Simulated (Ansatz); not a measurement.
Consider the redistribution: `N[SiH2][SiH](N)F` + `C[O][GeH]([F])[SH]` → `CO[Si@@H](N)[Si@H](N)F` + `[F][GeH2][SH]`.

Gas-phase electronic energies from Ansatz, PBE0-D4/def2-TZVP geometries. CCSD(T)/CBS is the MP2 limit (def2-TZVPP, def2-QZVPP) plus CCSD(T) − MP2 in def2-TZVPP, frozen cores. DFT in def2-TZVPP. For Ge outer-core shells are correlated without core-valence functions, which leaves a few kJ/mol of doubt a bond. Scalar relativity is left out up to krypton. Each species was taken in one conformer, which may not be the lowest.

**Question.** Is it downhill or uphill in electronic energy at CCSD(T)/CBS, and by how much? (Estimate.)

**Answer.** Ansatz gave: Downhill: ΔE = -63.9 kJ/mol.

**Question.** What do these levels give: PBE-D4, B2PLYP, CCSD/def2-TZVPP, CCSD(T)/def2-TZVPP, HF/def2-QZVPP, CCSD/CBS(def2)? (Estimate.)

**Answer.** Computed: PBE-D4 -62.1, B2PLYP -62.7, CCSD/def2-TZVPP -61.4, CCSD(T)/def2-TZVPP -60.1, HF/def2-QZVPP -65.6, CCSD/CBS(def2) -65.2 kJ/mol.

Largest T1 diagnostic among the species: 0.012.

In def2-TZVPP, CCSD(T) changes the Hartree–Fock value by +4.1 kJ/mol (the triples alone add +1.3 kJ/mol) and MP2 by +3.7 kJ/mol.
